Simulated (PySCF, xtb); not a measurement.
H₅InN₂O, SMILES [NH2][In]([NH2])[OH]. Other conformers were not sampled.

Harmonic wavenumbers (cm⁻¹) from GFN2-xTB run with xtb at its own minimum, in rising order: 98, 110, 118, 137, 161, 278, 394, 446, 470, 622, 629, 664, 686, 707, 1455, 1468, 3336, 3347, 3364, 3392, 3645.

Problem. What does PBE0-D3(BJ)/def2-SVP (PySCF 2.14.0) give at its own minimum? (Estimate from the structure and the level; the computed values follow.)

Solution. 114, 128, 146, 165, 233, 244, 421, 443, 590, 611, 625, 744, 805, 813, 1525, 1537, 3566, 3571, 3669, 3676, 3904. Paired by order, the mean absolute difference is 100 cm⁻¹ and the zero-point energies are 36.5 and 39.4 kcal/mol.
